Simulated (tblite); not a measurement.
Compound: C₈H₁₇P.
Numbering: `[CH3:1][C@@H:2]1[C@@H:3]([C:4]([CH3:5])([CH3:6])[CH3:7])[P:8]1[CH3:9]` (hydrogens: H10, H11, H12 on C1; H13 on C2; H14 on C3; H15, H16, H17 on C5; H18, H19, H20 on C6; H21, H22, H23 on C7; H24, H25, H26 on C9)

Method: GFN2-xTB as coded in tblite; computed harmonic values from a numerical Hessian at the method's own geometry, unscaled. The method is semi-empirical: single wavenumbers can be off by several per cent or more.

Harmonic wavenumbers (cm⁻¹): 41.2, 110.4, 122.9, 146.8, 157.1, 193.1, 221.1, 228.3, 239.3, 246.8, 270.0, 300.7, 342.1, 386.9, 408.9, 440.7, 511.3, 635.7, 713.6, 725.6, 795.4, 858.1, 875.9, 906.6, 959.3, 963.8, 965.1, 968.4, 983.3, 1016.0, 1034.7, 1038.0, 1077.9, 1113.2, 1179.7, 1206.3, 1237.7, 1268.1, 1290.2, 1320.7, 1369.1, 1402.8, 1403.9, 1408.7, 1425.7, 1446.2, 1464.9, 1484.9, 1491.7, 1494.2, 1495.0, 1498.4, 1505.4, 1507.7, 1512.9, 2969.4, 2993.2, 2997.1, 3007.3, 3008.5, 3010.2, 3013.7, 3015.8, 3021.5, 3024.9, 3025.9, 3028.3, 3029.3, 3034.9, 3035.7, 3038.9, 3046.2.

A = 1969, B = 972.9, C = 831.4 MHz; mass 144.107 u (most abundant isotopes); point group C1, symmetry number 1.

Question: Zero-point energy?

Answer: ½Σν̃ = 50357 cm⁻¹ = 143.98 kcal/mol.

Question: What is S at 273.15 K and 1 bar for an ideal gas of classical rigid rotors and harmonic oscillators?

Answer: Translation 40.40, rotation 29.43, vibration 33.61: S = 103.4 cal/(mol K).

Question: And Cp and H(273.15 K) − H(0)?

Answer: Cp = 44.76 cal/(mol K), of which vibrations give 36.81 (their classical limit is 72 R = 143.1); H(273.15 K) − H(0) = 7.26 kcal/mol without the zero-point energy, 5.09 from vibrations.

Question: How do the functions run with temperature in this model?

Answer: 
```
 T (K)  S (cal/(mol K))  Cp (cal/(mol K))  H − H(0) (kcal/mol)  G − H(0) (kcal/mol)  ln q(vib)
    50             59.1              13.2                 0.49                -2.47       0.47
   100             71.1              22.4                 1.38                -5.73       1.72
298.15            107.5              48.0                 8.42               -23.63       8.39
373.15            119.3              57.6                12.38               -32.14      10.95
   500            138.3              72.4                20.66               -48.49      15.24
   750            172.1              94.2                41.68               -87.39      23.45
  1000            201.3             109.0                67.19              -134.15      31.18
```

q(vib) and H(0) count from the zero-point level.

Question: Which modes carry the vibrational entropy at 273.15 K?

Answer: 41.2 cm⁻¹: 5.03; 110.4 cm⁻¹: 3.09; 122.9 cm⁻¹: 2.89; 146.8 cm⁻¹: 2.55; 157.1 cm⁻¹: 2.42; 193.1 cm⁻¹: 2.04 cal/(mol K); the other 66 give 15.61 together.

Hindered rotation and anharmonicity are outside this model. The structure is chiral; the term R ln 2 for an equal mix with its mirror image is left out.
